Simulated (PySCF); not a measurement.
Predicted microwave data (PBE0/pcSseg-1 in PySCF (dipole) on a GFN2-xTB geometry, gas phase) for one isomer of C8H12P2:

- Rotational constants: A = 3059, B = 380.9, C = 372.6 MHz
- Dipole components: |μa| = 2.06 D, |μb| = 0.26 D, |μc| = 0.55 D
- Inertial defect: -135.60 u·Å²
- κ: -0.99

Problem. Which structure is it? (One computed conformer of each.)
A. `CC(C)(C)c1ccpcp1`
B. `[CH3:1][c:2]1[cH:3][cH:4][c:5]([PH:6][CH2:7][PH2:8])[cH:9][cH:10]1` with C4–C5–P6–C7 -82°, C5–P6–C7–P8 -170°, P6–C7–P8–H 48° and -44°
C. `[CH:1]#[C:2][P:3]1[CH2:4][CH2:5][P:6]([CH:7]=[CH2:8])[CH2:9][CH2:10]1` with C5–P6–C7–C8 32°, C2–P3–C4–C5 -161°, P3–C4–C5–P6 -9°, C4–C5–P6–C7 172°, C5–P6–C9–C10 -60°

Solution. B. It is Cc1ccc(PCP)cc1, a near-prolate asymmetric top, point group C1. The candidates at the same level (rigid rotor, commonest isotopes):

| SMILES | A (MHz) | B (MHz) | C (MHz) | μa (D) | μb (D) | μc (D) | Δ (u·Å²) | point group | rotor |
| --- | --- | --- | --- | --- | --- | --- | --- | --- | --- |
| C#CP1CCP(C=C)CC1 | 2836 | 559.2 | 508.7 | 0.68 | 0.08 | 2.20 | -88.51 | C1 | near-prolate asymmetric top |
| CC(C)(C)c1ccpcp1 | 1937 | 675.7 | 562.8 | 1.80 | 1.16 | 0.02 | -110.92 | near Cs | asymmetric top |
| Cc1ccc(PCP)cc1 | 3059 | 380.9 | 372.6 | 2.06 | 0.26 | 0.55 | -135.60 | C1 | near-prolate asymmetric top |

`CC(C)(C)c1ccpcp1` has B 77 % too high; `C#CP1CCP(C=C)CC1` has B 47 % too high. No structure here is proved a minimum.
